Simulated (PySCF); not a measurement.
Input for PySCF: U-HF/LANL2DZ on ClGeH (SMILES [Cl][GeH]), a point of a bond scan (R = 2.427 Å).

```python
from pyscf import gto, scf, dft, mp
from pyscf.data.elements import chemcore

mol = gto.M(
    atom='''
    Ge    0.52862057   -0.16248943    0.50490017
    H     1.62035373   -0.38333295   -0.65157602
    Cl   -1.25226402    0.37750155   -1.05376958
    ''',
    basis='lanl2dz',
    ecp={'Cl': 'lanl2dz', 'Ge': 'lanl2dz'},
    charge=0, spin=0, verbose=3, max_memory=1800)
mf = scf.UHF(mol)
mf.conv_tol = 1e-8
mf.max_cycle = 100
mf.init_guess_breaksym = True
mf.kernel()
if not mf.converged:
    mf = mf.newton().run(mf.mo_coeff, mf.mo_occ)
for _ in range(4):
    mo, _, stable, _ = mf.stability(return_status=True)
    if stable:
        break
    mf.kernel(mf.make_rdm1(mo, mf.mo_occ))
```

Program output:

```
converged SCF energy = -18.9228210090982  <S^2> = 3.4625453e-08  2S+1 = 1.0000001
<class 'pyscf.scf.uhf.UHF'> wavefunction is stable in the internal stability analysis
```

The run converged.

Cost: roughly 0.27 core-seconds.
